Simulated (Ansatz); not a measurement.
Abridged output of a molecular run in Ansatz:

```
Functional definition: HF
1340 factors; integrals over basis functions are off by at most 1.2e-3 eV
mean field evaluation 1: about -11512.2798 eV, gradient 4.1e1 eV
mean field evaluation 2: about -11512.5210 eV, gradient 4.1e1 eV
mean field evaluation 4: about -11516.5401 eV, gradient 4.3e0 eV
mean field evaluation 8: about -11516.6075 eV, gradient 2.4e-1 eV
mean field -11516.60776253 eV, -423.2275290360 hartree, gradient 5.1e-6 eV, S^2 0.000000; 0 other end points of the search recorded, 0 dependent functions left out
8 core orbitals not correlated: weight in the atoms' cores, before any rotation towards them, 1.000 or more for the frozen orbitals, at most 0.000 for the correlated occupied ones
reference -11516.60776253 eV, -423.2275290360 hartree; 12, 12 occupied and 213, 213 virtual orbitals, 1340 factors
second order -18.50589648 eV of doubles, -0.00000000 eV of singles
cycle   1  -19.03824840 eV  change   -5.3e-1 eV  update   8.9e-2
cycle   2  -19.50742905 eV  change   -4.7e-1 eV  update   2.6e-2
cycle   3  -19.59220246 eV  change   -8.5e-2 eV  update   1.2e-2
cycle   4  -19.58578026 eV  change    6.4e-3 eV  update   3.2e-3
cycle   5  -19.58610881 eV  change   -3.3e-4 eV  update   1.7e-3
cycle   6  -19.58620623 eV  change   -9.7e-5 eV  update   5.7e-4
cycle   7  -19.58600165 eV  change    2.0e-4 eV  update   2.3e-4
cycle   8  -19.58601885 eV  change   -1.7e-5 eV  update   8.4e-5
cycle   9  -19.58603550 eV  change   -1.7e-5 eV  update   3.0e-5
cycle  10  -19.58602188 eV  change    1.4e-5 eV  update   1.3e-5
perturbative correction -0.81171823 eV, -0.0298300947 hartree
Total energy: -11537.00550264 eV, -423.9771321590 hartree
```

Its atoms:

Z-matrix (Å, degrees):
```
C
Si 1 1.860
H 1 1.093 2 111.0
H 1 1.092 2 110.6 3 120.4
H 1 1.093 2 110.7 3 -119.5
C 2 1.828 1 120.1 3 -141.5
N 2 1.721 1 122.2 3 -82.5
H 2 1.481 1 112.8 3 61.8
H 6 1.087 2 124.8 1 -150.7
H 6 1.091 2 117.2 1 1.3
H 7 1.009 2 126.3 1 3.6
```

Which basis set was used?
A. cc-pV(D+d)Z
B. def2-TZVPP
C. def2-SVP
D. def2-TZVPPD

B. It gives 233 functions.

Write the keys of the input that set method, charge and spin (a neutral closed shell needs none for the last two).


```yaml
correlation: {method: ccsd_t}
```
